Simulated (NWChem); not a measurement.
# Lowest excitation of H$_{3}$O$_{2}$Sb

```
Sb
O 1 1.9855
H 2 0.9657 1 111.42
O 1 1.9945 2 99.16 3 51.64
H 4 0.9650 1 109.69 2 92.95
H 1 1.7277 2 96.26 3 -38.56
```
Charge 0, spin multiplicity 1.

The numbers come from NWChem runs, not from measurements. Structure: optimised with PBE0/def2-SVP with def2 effective core potentials on Sb, a minimum by its harmonic frequencies. It is one conformer; others weren't searched.

Basis set: def2-SVP.

Effective core potentials replace the inner electrons of Sb; spin-orbit coupling is left out. The correlated methods keep 6 core orbitals frozen. B3LYP has NWChem's definition, with VWN1-RPA local correlation. The structure started from a generated list of species. No row is a measurement; the coupled-cluster row has its own basis-set and correlation limits.

**Question.** For the lowest vertical singlet excitation energy, TD-LDA (SVWN5) gives 5.30 eV and CIS gives 6.52 eV. What do TD-PBE, TD-B3LYP, EOM-CCSD give?

**Answer.** TD-PBE: 5.34 eV; TD-B3LYP: 5.66 eV; EOM-CCSD: 6.09 eV.
